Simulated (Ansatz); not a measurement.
`BCC(C)F` → `BC(C)(C)F`  (isomerisation)

Gas-phase electronic energies from Ansatz, PBE0-D4/def2-TZVP geometries. CBS: MP2 limit from def2 TZ/QZ plus the TZ coupled-cluster correction, frozen cores. DFT in def2-TZVPP. One conformer a species, not always the lowest.

| species | BLYP-D4 energy (Eh) |
| --- | --- |
| `BCC(C)F` | -243.82254 |
| `BC(C)(C)F` | -243.81812 |

(1) Work out ΔE.

Largest T1 diagnostic among the species: 0.010.

Answers

(1) ΔE = (-243.81812) − (-243.82254) = 0.00442 Eh = +11.6 kJ/mol. CCSD(T)/CBS gives +13.2 kJ/mol.

Leaving LDA and LC-ωPBE aside and taking each functional with its dispersion term where it has one, the values, not all of them listed here, spread over 4.7 kJ/mol, from BLYP-D4 to B97M-V. In def2-TZVPP, CCSD(T) changes the Hartree–Fock value by −3.5 kJ/mol (the triples alone add −0.8 kJ/mol) and MP2 by −3.1 kJ/mol.
